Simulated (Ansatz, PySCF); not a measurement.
Stretching the Ga1–H2 bond in GaH3 (SMILES [GaH3]) (multiplicity 1 held, fragments rigid). Energies count from the point at 1.570 Å.
Geometry at that point (charge 0, multiplicity 1):
```xyz
4

Ga     0.0000     0.0000     0.0000
H      1.5659    -0.1090    -0.0205
H     -0.8774    -1.3017     0.0061
H     -0.6885     1.4107     0.0144
```

U- levels take the lowest unrestricted solution at each point, which mixes spins at long bonds. Active spaces are followed from a long bond inwards. Levels need not reach the same state.

Correlated levels freeze the cores. Filled d and f shells under p-block atoms count as core. Rows in LANL2DZ carry no dispersion term and start afresh at each structure. LANL2DZ brings its own core potentials from Na on.

Programs: Ansatz (Gaussian orbitals); PySCF for LANL2DZ rows. Each number belongs to the level named beside it.

Task: Predict the energy at R = 5.024 Å from R-B3LYP/LANL2DZ.

Result: 5.24 eV

Task: What is the computed energy at R = 5.024 Å (CASSCF(2,2)/cc-pVTZ)?

Result: 3.22 eV

Task: What energy at R = 5.024 Å does U-HF/LANL2DZ give?

Result: 2.75 eV

Doubts at one or more of the structures used: a spin-contaminated determinant (U-HF/LANL2DZ).

Ansatz is a quantum-chemistry and plane-wave program.
